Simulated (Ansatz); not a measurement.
This triplet is an excited state, 1.44 eV above the relaxed singlet at the level frozen-core CCSD(T)/cc-pVDZ // PBE0-D3(BJ)/def2-TZVP (Ansatz, a program for electronic structure).

Computed with Ansatz with PBE0-D3(BJ)/def2-TZVP. No frequencies were computed at this level.

Ansatz 0.2 input:
```yaml
crystal:
  periodic: [false, false, false]
  atoms:
    - { symbol: N, position_ang: [1.759717, -0.270294, -0.237653] }
    - { symbol: Ge, position_ang: [0.69388, -0.002049, 1.264318] }
    - { symbol: Si, position_ang: [-1.390845, 0.207145, 0.142337] }
    - { symbol: H, position_ang: [2.384589, 0.444487, -0.580051] }
    - { symbol: H, position_ang: [2.173674, -1.168032, -0.443022] }
    - { symbol: H, position_ang: [-2.280365, 0.439178, 1.281511] }
    - { symbol: H, position_ang: [-1.845538, -0.975783, -0.613495] }
    - { symbol: H, position_ang: [-1.495111, 1.325345, -0.813945] }
basis:
  gaussian: { orbitals: def2-tzvp }
hamiltonian:
  xc: pbe0
  dispersion: d3bj
relax:
  max_steps: 150
magnetization:
  spin_polarized: true
  initial_magnetization: 2
```

Output:

```
Functional definition: PBE0
1044 factors; their error is unknown
mean field evaluation 1: about -65946.7642 eV, gradient 4.3e1 eV
mean field evaluation 2: about -65923.3314 eV, gradient 7.6e1 eV
mean field evaluation 4: about -65953.9132 eV, gradient 3.7e0 eV
mean field evaluation 8: about -65954.0021 eV, gradient 1.9e-1 eV
mean field evaluation 16: about -65954.3077 eV, gradient 4.6e-4 eV
mean field -65954.30768925 eV, -2423.7761021444 hartree, gradient 3.5e-5 eV, S^2 2.006220; 0 other end points of the search recorded, 0 dependent functions left out
reference -65954.30772008 eV, -2423.7761032774 hartree; 30, 28 occupied and 116, 118 virtual orbitals, 1044 factors
relax step   1: F+E_penalty+E_count = -65954.45659265 eV  Δ(F+E_penalty+E_count) = +0.000e0 eV  max|allowed force component| = 4.614e-1 eV/Å  Δτ_max = 0.0000 Å  (32 SCF iters, accepted)
these checks for a lower state are left out or cut short: starts, cluster_reference, orbital_swaps, neighbouring_geometries, increment
1044 factors; their error is unknown
mean field -65954.41658018 eV, -2423.7801038126 hartree, gradient 2.1e-5 eV, S^2 2.005514; 0 other end points of the search recorded, 0 dependent functions left out
reference -65954.41661137 eV, -2423.7801049585 hartree; 30, 28 occupied and 116, 118 virtual orbitals, 1044 factors
relax step   2: F+E_penalty+E_count = -65954.56254113 eV  Δ(F+E_penalty+E_count) = -1.059e-1 eV  max|allowed force component| = 2.101e-1 eV/Å  Δτ_max = 0.1949 Å  (35 SCF iters, accepted)
these checks for a lower state are left out or cut short: starts, cluster_reference, orbital_swaps, neighbouring_geometries, increment
1044 factors; their error is unknown
mean field evaluation 32: about -65954.4272 eV, gradient 2.0e-5 eV
mean field -65954.42722636 eV, -2423.7804950524 hartree, gradient 2.0e-5 eV, S^2 2.005443; 0 other end points of the search recorded, 0 dependent functions left out
reference -65954.42725750 eV, -2423.7804961968 hartree; 30, 28 occupied and 116, 118 virtual orbitals, 1044 factors
relax step   3: F+E_penalty+E_count = -65954.57272847 eV  Δ(F+E_penalty+E_count) = -1.019e-2 eV  max|allowed force component| = 1.110e-1 eV/Å  Δτ_max = 0.0360 Å  (35 SCF iters, accepted)
these checks for a lower state are left out or cut short: starts, cluster_reference, orbital_swaps, neighbouring_geometries, increment
1044 factors; their error is unknown
mean field -65954.43686380 eV, -2423.7808492215 hartree, gradient 2.3e-5 eV, S^2 2.005337; 0 other end points of the search recorded, 0 dependent functions left out
reference -65954.43689488 eV, -2423.7808503638 hartree; 30, 28 occupied and 116, 118 virtual orbitals, 1044 factors
relax step   4: F+E_penalty+E_count = -65954.58141971 eV  Δ(F+E_penalty+E_count) = -8.691e-3 eV  max|allowed force component| = 2.420e-1 eV/Å  Δτ_max = 0.0671 Å  (34 SCF iters, accepted)
these checks for a lower state are left out or cut short: starts, cluster_reference, orbital_swaps, neighbouring_geometries, increment
1044 factors; their error is unknown
mean field -65954.43452674 eV, -2423.7807633365 hartree, gradient 1.4e-5 eV, S^2 2.005398; 0 other end points of the search recorded, 0 dependent functions left out
reference -65954.43455786 eV, -2423.7807644800 hartree; 30, 28 occupied and 116, 118 virtual orbitals, 1044 factors
relax step   5: F+E_penalty+E_count = -65954.57876643 eV  Δ(F+E_penalty+E_count) = +2.653e-3 eV  max|allowed force component| = 4.194e-1 eV/Å  Δτ_max = 0.0286 Å  (35 SCF iters, rejected (line search))
these checks for a lower state are left out or cut short: starts, cluster_reference, orbital_swaps, neighbouring_geometries, increment
1044 factors; their error is unknown
mean field -65954.43881755 eV, -2423.7809210205 hartree, gradient 1.1e-5 eV, S^2 2.005345; 0 other end points of the search recorded, 0 dependent functions left out
reference -65954.43884866 eV, -2423.7809221639 hartree; 30, 28 occupied and 116, 118 virtual orbitals, 1044 factors
relax step   6: F+E_penalty+E_count = -65954.58325999 eV  Δ(F+E_penalty+E_count) = -1.840e-3 eV  max|allowed force component| = 1.999e-2 eV/Å  Δτ_max = 0.0139 Å  (36 SCF iters, accepted)
these checks for a lower state are left out or cut short: starts, cluster_reference, orbital_swaps, neighbouring_geometries, increment
1044 factors; their error is unknown
mean field -65954.44117821 eV, -2423.7810077735 hartree, gradient 2.2e-5 eV, S^2 2.005337; 0 other end points of the search recorded, 0 dependent functions left out
reference -65954.44120939 eV, -2423.7810089193 hartree; 30, 28 occupied and 116, 118 virtual orbitals, 1044 factors
relax step   7: F+E_penalty+E_count = -65954.58484466 eV  Δ(F+E_penalty+E_count) = -1.585e-3 eV  max|allowed force component| = 2.610e-2 eV/Å  Δτ_max = 0.0483 Å  (34 SCF iters, accepted)
these checks for a lower state are left out or cut short: starts, cluster_reference, orbital_swaps, neighbouring_geometries, increment
1044 factors; their error is unknown
mean field evaluation 64: about -65954.4408 eV, gradient 1.6e-1 eV
mean field -65954.44084696 eV, -2423.7809956000 hartree, gradient 1.1e-5 eV, S^2 2.005344; 0 other end points of the search recorded, 0 dependent functions left out
reference -65954.44087821 eV, -2423.7809967485 hartree; 30, 28 occupied and 116, 118 virtual orbitals, 1044 factors
relax step   8: F+E_penalty+E_count = -65954.58459679 eV  Δ(F+E_penalty+E_count) = +2.479e-4 eV  max|allowed force component| = 3.954e-2 eV/Å  Δτ_max = 0.0199 Å  (36 SCF iters, rejected (line search))
these checks for a lower state are left out or cut short: starts, cluster_reference, orbital_swaps, neighbouring_geometries, increment
1044 factors; their error is unknown
mean field -65954.44131840 eV, -2423.7810129253 hartree, gradient 2.5e-5 eV, S^2 2.005326; 0 other end points of the search recorded, 0 dependent functions left out
reference -65954.44134961 eV, -2423.7810140722 hartree; 30, 28 occupied and 116, 118 virtual orbitals, 1044 factors
relax step   9: F+E_penalty+E_count = -65954.58496523 eV  Δ(F+E_penalty+E_count) = -1.206e-4 eV  max|allowed force component| = 5.167e-3 eV/Å  Δτ_max = 0.0064 Å  (28 SCF iters, accepted)
1044 factors; their error is unknown
mean field -65954.44131840 eV, -2423.7810129253 hartree, gradient 2.5e-5 eV, S^2 2.005326; 1 other end points of the search recorded, 0 dependent functions left out
reference -65954.44134961 eV, -2423.7810140722 hartree; 30, 28 occupied and 116, 118 virtual orbitals, 1044 factors
Total energy: -65954.58499644 eV, -2423.7862929958 hartree
Atom 0 at     1.924033    -0.299940    -0.325884 Å, force     0.003284    -0.000909    -0.005167 eV/Å
Atom 1 at     0.684582    -0.014584     1.016742 Å, force    -0.000841     0.000906     0.004267 eV/Å
Atom 2 at    -1.540758     0.231042     0.154738 Å, force    -0.003062     0.000021    -0.001341 eV/Å
Atom 3 at     2.603322     0.429262    -0.493522 Å, force    -0.000307    -0.000745     0.001095 eV/Å
Atom 4 at     2.372999    -1.204693    -0.359095 Å, force    -0.000129     0.000562     0.000863 eV/Å
Atom 5 at    -2.405994     0.459030     1.340499 Å, force     0.001033    -0.000085     0.000398 eV/Å
Atom 6 at    -1.991918    -0.992743    -0.563056 Å, force     0.000444     0.000692    -0.000248 eV/Å
Atom 7 at    -1.646266     1.392623    -0.770420 Å, force    -0.000422    -0.000443     0.000133 eV/Å
Dipole moment:     0.273969    -0.044112    -0.065666 e Å
```

Cost: about 60 core-seconds (a rough figure).
